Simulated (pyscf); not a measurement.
[H₃C–Al–F]•, doublet

Gas-phase minimum from PySCF at ωB97X-D3(BJ)/def2-SVP, one conformer. Other isomers of [H₃C–Al–F]• were not searched in full and may lie lower. 

```
C
H 1 1.1006
H 1 1.1034 2 109.16
H 1 1.1042 2 108.36 3 -117.33
Al 1 1.9698 2 112.57 4 -120.65
F 5 1.6784 1 116.83 2 -166.18
```
Charge 0, spin multiplicity 2.

Properties at ωB97X-D3(BJ)/def2-SVP:

```
Property                                                                                                                                                                              Value
---------------------------------------------------------------------------------------------------------------------  --------------------------------------------------------------------
Harmonic wavenumbers, unscaled                                                                                         31, 195, 559, 600, 674, 852, 1190, 1423, 1432, 3053, 3155, 3179 cm⁻¹
Zero-point energy                                                                                                                                                             23.4 kcal/mol
Rotational symmetry number                                                                                                                                                                1
Entropy of this conformer at 298 K and 1 atm, rigid rotor and harmonic oscillator, modes under 100 cm⁻¹ raised to 100                                                       293.9 J/(mol K)
Dipole moment                                                                                                                                                                        1.78 D
Spin expectation value S2                                                                                                                                                             0.753
```

Single-point totals, which compare only within one level (frozen core for MP2 and CC):

| level | total energy (hartree) |
|---|---|
| ωB97X-D3(BJ)/def2-TZVP | -382.33805 |
| PBE/def2-TZVP | -382.00234 |
| r²SCAN/def2-TZVP | -382.19929 |
| B3LYP-D3(BJ)/def2-TZVP | -382.32488 |
| PBE0-D3(BJ)/def2-TZVP | -382.03316 |
| M06-2X/def2-TZVP | -382.21767 |
| ωB97M-D3(BJ)/def2-TZVP | -382.35441 |
| UHF/def2-TZVPP | -381.09143 |
| MP2/def2-TZVPP | -381.58002 |
| CCSD/def2-TZVPP | -381.59894 |
| CCSD(T)/def2-TZVPP | -381.61557 |

The lowest mode is so soft that the shape along it may change with the basis. Soft torsions are taken as harmonic, which can shift the entropy by several J/(mol K). The CCSD(T) − MP2 part came from Ansatz, without density fitting, on the same reference.
